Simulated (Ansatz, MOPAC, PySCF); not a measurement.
Dissociation curve of OH (cation, charge +1), triplet. Each curve is given relative to its own lowest point between 0.88 and 1.31 Å, where full CI is lowest.

```tsv
R / Å	A	B	C
0.70	493.8	230.0	426.4
0.76	285.9	123.3	237.9
0.80	191.2	73.4	153.5
0.84	122.4	38.1	93.3
0.88	73.5	15.4	51.7
0.93	33.6	1.7	19.5
0.96	18.4	0.0	8.3
0.97	14.5	0.4	5.7
1.00	5.9	3.8	0.6
1.05	0.0	16.2	0.0
1.10	1.8	34.4	6.6
1.15	9.1	55.8	18.3
1.21	22.6	82.9	36.8
1.31	51.5	125.3	73.7
1.41	83.2	160.6	113.3
1.54	123.3	200.1	163.9
1.71	168.5	255.4	224.5
1.92	211.1	329.1	288.0
2.14	242.8	386.4	341.5
2.43	270.4	429.6	394.0
2.83	290.9	463.3	440.5
3.28	299.3	480.8	468.3
```

Energies in kJ/mol.

Task: Which curve belongs to which method? The methods are PM3, unrestricted, heats of formation (MOPAC); CCSD on ROHF/cc-pVTZ, frozen core (Ansatz, a quantum-chemistry and plane-wave program); PySCF with unrestricted B3LYP/LANL2DZ.

Result: A is UKS-B3LYP/LANL2DZ; B is PM3; C is ROCCSD.

The T1 diagnostic of CCSD on the restricted reference of ROCCSD exceeds 0.045 at 1.71 to 3.28 Å. The unrestricted determinant behind UKS-B3LYP/LANL2DZ is spin-contaminated at 1.71 to 3.28 Å (<S²> up to 2.5, against 2.00 for a pure triplet).
